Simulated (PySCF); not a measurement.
A GIAO shielding run with PySCF (density fitting, non-relativistic, gas phase) on SMILES C1S[SiH2][C@@H](C)[C@@H]1F, C₄H₉FSSi:

```
$ OMP_NUM_THREADS=1 python probes_run.py task.json out

{"job": {"kind": "nmr", "xc": "PBE0", "basis": "pcSseg-1"}, "charge": 0, "multiplicity": 1}
C      1.883266     0.095385     0.483310
C      0.563226     0.073951    -0.278375
Si    -0.423701     1.702614    -0.200393
S     -2.377898     0.817515    -0.170833
C     -1.753160    -0.882342    -0.385180
C     -0.376962    -1.002778     0.251417
F      0.125092    -2.260838    -0.032529
H      2.547352     0.849179     0.067443
H      2.375857    -0.873261     0.416772
H      1.719161     0.324225     1.534389
H      0.774575    -0.176941    -1.323996
H     -0.216465     2.429073     1.045532
H     -0.229471     2.523120    -1.389276
H     -2.471054    -1.557708     0.076733
H     -1.693935    -1.101618    -1.451795
H     -0.453481    -0.950632     1.345370
```

Hardware: 1 thread of an Arm Neoverse N1, shared host. The job also computes population analyses, field gradients, ring-centre shieldings.

Task: How large is the calculation?

Result: 72 electrons, 178 basis functions and 969 auxiliary functions.

Task: How long does it take, and how much memory does it need?

Result: 56 s of wall time, with 12 SCF cycles and 5 response iterations; peak memory 0.82 GiB. Times on a shared host scatter by some tens of per cent.
